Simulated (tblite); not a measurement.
Species: C9H8N2.
Atom-mapped SMILES: `[CH2:1]=[N:2][c:3]1[cH:4][cH:5][n:6]([C:7]2=[CH:8][C:9]2=[CH2:10])[cH:11]1` (hydrogens: H12, H13 on C1; H14 on C4; H15 on C5; H16 on C8; H17, H18 on C10; H19 on C11)

A start from a force field or distance geometry was refined with GFN2-xTB geometry optimisation, gas phase in tblite. Values at the start:

| coordinate | start |
| --- | --- |
| C1=N2 | 1.279 Å |
| C1–H12 | 1.112 Å |
| C1–H13 | 1.104 Å |
| N2–C3 | 1.412 Å |
| C3–C4 | 1.392 Å |
| C3–C11 | 1.358 Å |
| C4–C5 | 1.393 Å |
| C4–H14 | 1.080 Å |
| C5–N6 | 1.382 Å |
| N6–C11 | 1.380 Å |
| C7=C8 | 1.323 Å |
| C7–C9 | 1.382 Å |
| C8–C9 | 1.402 Å |
| C8–H16 | 1.046 Å |
| C10–H18 | 1.083 Å |
| C11–H19 | 1.086 Å |
| C1–N2–C3 | 110.8° |
| N2–C3–C4 | 124.9° |
| N2–C3–C11 | 125.4° |
| C3–C4–C5 | 105.9° |
| C4–C3–C11 | 109.7° |
| C7–C8–C9 | 60.9° |
| C7–C9–C8 | 56.8° |
| C8–C9–C10 | 150.6° |
| C1–N2–C3–C4 | 88° |
| C7–C8–C9–C10 | -179° |

Problem. How do these coordinates change at the GFN2-xTB level?

Solution. 
```
  coordinate  GFN2-xTB (Å or °)  change
       C7–C9              1.448  +0.066
       C8–C9              1.449  +0.047
       N2–C3              1.374  -0.038
       C3–C4              1.429  +0.037
       C4–C5              1.357  -0.036
      C1–H13              1.080  -0.024
       C1=N2              1.258  -0.021
      C1–H12              1.094  -0.018
      C3–C11              1.376  +0.018
      C8–H16              1.062  +0.016
     C11–H19              1.072  -0.014
       C7=C8              1.335  +0.012
      C4–H14              1.071  -0.009
      N6–C11              1.372  -0.008
     C10–H18              1.076  -0.007
       C5–N6              1.377  -0.005
    C1–N2–C3              123.0   +12.2
   N2–C3–C11              129.7    +4.3
   C4–C3–C11              107.0    -2.7
   C8–C9–C10              153.2    +2.6
    C7–C9–C8               54.9    -1.9
    C7–C8–C9               62.5    +1.6
    N2–C3–C4              123.2    -1.7
    C3–C4–C5              107.4    +1.5
 C1–N2–C3–C4                152     +64
C7–C8–C9–C10                180      -1
```

The energy falls by 0.464 eV over 121 L-BFGS steps, the largest force on an atom goes from 3.91 to 0.007 eV/Å, and the atoms move by 0.457 Å rms after alignment. The bond that changes most is C7–C9 (vinylic carbon bearing nitrogen to fully substituted alkene carbon), which lengthens by 0.066 Å. Bonds longer at the end by more than 0.005 Å: 6 of 20; shorter: 10. Among the dihedrals that turn most is C1–N2–C3–C4, from 88° to 152°. Rotational constants go from 3948, 568.5, 512.1 to 3718, 572.2, 498.0 MHz.

Its GFN2-xTB frequencies are all real (lowest 52 cm⁻¹). One conformer, not necessarily the lowest.

These are computed values.
